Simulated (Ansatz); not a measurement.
Spectroscopic constants of CoO, multiplicity 6 (not the ground state: that is measured with 2S+1 = 4). No spin–orbit coupling. Co is treated without relativity. The T1 diagnostic near the minimum is 0.053, so single-reference values are doubtful.

Constants: fifth-degree fit in 1/R to seven points, most abundant isotopes. Runs in def2 and cc sets follow the lowest solution found near the PBE0 minimum.

Run with Ansatz (a quantum-chemistry and plane-wave program) with Gaussian orbitals. 

Energies at CAM-B3LYP/def2-TZVPP:

```
R (Å)        E (hartree)
--------  --------------
1.525104  -1457.97771190
1.566101  -1457.98412473
1.603819  -1457.98711688
1.646456  -1457.98791117
1.689094  -1457.98663155
1.738291  -1457.98329196
1.795687  -1457.97767649
```

### Question
With a reduced mass of 12.5805 u, find the minimum, the force constant and the constants.

### Answer
A fifth-degree polynomial in 1/R puts the minimum at r_e = 1.6395 Å with force constant 520 N/m. Then ω_e = (1/2πc)√(k/μ) = 837 cm⁻¹ and B_e = h/(8π²cμr_e²) = 0.4985 cm⁻¹; the cubic and quartic terms give α_e = 0.0050 and ω_e x_e = 7.2 cm⁻¹.
